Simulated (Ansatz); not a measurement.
Potential energy curve for Ti(Cl)2(O), Cl2OTi, SMILES [O]=[Ti]([Cl])[Cl]. The Ti1–Cl4 bond (Ti1 also carries Cl, O; Cl4 carries nothing else) is stretched with both fragments frozen at the PBE0/def2-TZVP optimised geometry.

Level of theory: unrestricted PBE0/def2-TZVP (Ansatz, a first-principles code).

**Question.** Relative to R = 2.22 Å, what are the energies at R = 2.11, 2.30, 4.65, 6.46 Å?

**Answer.** 3.9 mEh at 2.11 Å, 1.6 mEh at 2.30 Å, 152.2 mEh at 4.65 Å, 161.4 mEh at 6.46 Å.

The unrestricted determinant behind UKS-PBE0 is spin-contaminated at 3.66 to 6.46 Å (<S²> up to 0.8, against 0.00 for a pure singlet).
